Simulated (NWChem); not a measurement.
Molecule: CH2AlNO; SMILES C(=[N][AlH2])=O

```xyz
6

Al     0.0000     0.0000     1.7391
H      0.0000     1.4113     2.4704
H      0.0000    -1.4113     2.4704
N      0.0000     0.0000    -0.0520
C      0.0000     0.0000    -1.2662
O      0.0000     0.0000    -2.4484
```
Atoms are numbered in this order, from 1.

Computed with NWChem. Pople sets run with spherical d functions. The geometry was optimised at PBE-D3(BJ)/def2-SVP. Vertical excitations in the gas phase; the lowest state need not have the same character in each row.

Question: Order these by “lowest excitation, singlet (eV)”, lowest first: PBE/6-31+G*, full TDDFT; CAM-B3LYP/6-31+G*, full TDDFT; B3LYP/6-31+G*, full TDDFT.

Answer: PBE/6-31+G*, full TDDFT (4.48), B3LYP/6-31+G*, full TDDFT (4.96), CAM-B3LYP/6-31+G*, full TDDFT (5.26)
